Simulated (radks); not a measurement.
Results of a calculation; reference values are marked as such.
Ga+, 30 electrons, occupied as [Ar] 3d10 4s2. Level of theory: scalar-relativistic Kohn-Sham, exchange-only r2SCAN, spin-unpolarised, spherical densities, finite nucleus; meta-GGA in the generalised Kohn-Sham scheme; Fermi nuclear charge, rms radius 3.9973 fm (a radial shooting solver on a logarithmic mesh with Libxc functionals).

X-ray form factor f0, the Fourier transform of the density (f0(0) = 30):

sin(theta)/lambda (1/angstrom)  f0 (electrons)
0.05                                    29.558
0.1                                     28.371
0.15                                    26.744
0.2                                     24.957
0.25                                    23.168
0.3                                     21.438
0.4                                     18.216
0.5                                     15.375
0.6                                     12.990
0.8                                      9.621
1                                        7.714
1.25                                     6.436
1.5                                      5.622
2                                        4.255
